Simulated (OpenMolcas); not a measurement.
An atom or ion with 48 electrons was computed by SS-CASPT2, IPEA 0.25 Eh, imaginary shift 0.1 Eh with spin-orbit coupling (OpenMolcas, ANO-RCC-VQZP, DKH2). The lowest levels that the run gave, each within 12 % of the measured value where one is at hand:

```csv
J,Parity,E (cm⁻¹),g
0,even,0.0,
0,odd,86010,
1,odd,89160,1.490
2,odd,97920,1.501
1,odd,124560,1.012
0,even,201010,
1,even,207760,1.501
2,even,208780,1.201
2,even,219960,1.300
0,even,241980,
```

Problem. Which ion is it, and what are the configurations and terms?

Solution. I VI (Z = 53, charge +5; active space 2 electrons in 8 orbitals (5s 5p 6s 6p)). J, parity and g give the terms where levels are pure, and mixed ones are named by the computed weights; the size of the splittings, set against known spectra of the 48-electron sequence, gives the charge. In order, with the measured energies in cm⁻¹ (the list in Rauch et al., Astron. Astrophys. 606, A105 (2017)): 5s² ¹S₀, 5s 5p ³P°₀ (85666), 5s 5p ³P°₁ (89262), 5s 5p ³P°₂ (99685), 5s 5p ¹P°₁ (127424), 5p² ³P₀ (200085), 5p² ³P₁ (208474), 5p² ¹D₂ [60 %] (209432), 5p² ³P₂ [60 %] (221984), 5p² ¹S₀ (245658).

CASPT2 breaks the degeneracy within a term, and the mean is taken; among the terms shown or strongly mixed into the levels shown the widest spread is 110 cm-1 (5p² ¹D). Over all roots computed the reference weight is 0.88 to 0.95; the roots of lowest weight are the least certain, and an intruder state may touch them. Active for correlation alone: 6p 6s; no level in the range computed is led by a configuration that fills them, so any true level of that kind is missing. The ¹D term of p² mixes with s d, which this space lacks. Measured partners are found by configuration, term and J. A level has none where our copy of the source lacks it or the pairing is in doubt (some pairs that miss far off the trend of their configuration count as doubtful), and it then counts in no deviation. Levels of configurations outside the active space are missing.

A share in square brackets marks a mixed level and gives the weight of the term that names it. ° marks odd parity.
